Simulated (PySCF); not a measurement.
Computed Raman spectrum (relative Raman activity) of a molecule C₅H₅Cl. Geometry: r2SCAN-D4/def2-SVP. One conformer was computed; it need not be the lowest. Computed with r2SCAN-D4/def2-SVP (PySCF). Frequencies are harmonic and unscaled.

| ν (cm⁻¹) | relative intensity |
|---|---|
| 102 | 3.7 |
| 814 | 2.2 |
| 892 | 2.4 |
| 964 | 2.4 |
| 1145 | 17 |
| 1240 | 2.7 |
| 1300 | 8.9 |
| 1348 | 17 |
| 1457 | 6.5 |
| 1658 | 61 |
| 2039 | 28 |
| 3105 | 100 |
| 3137 | 33 |
| 3186 | 27 |
| 3192 | 48 |
| 3201 | 7.7 |

Which structure fits?
(A) C=C=C/C=C/Cl
(B) C=C=C(Cl)C=C
(C) C=CC=C=CCl
(D) C#CCC(=C)Cl

A, C=C=C/C=C/Cl
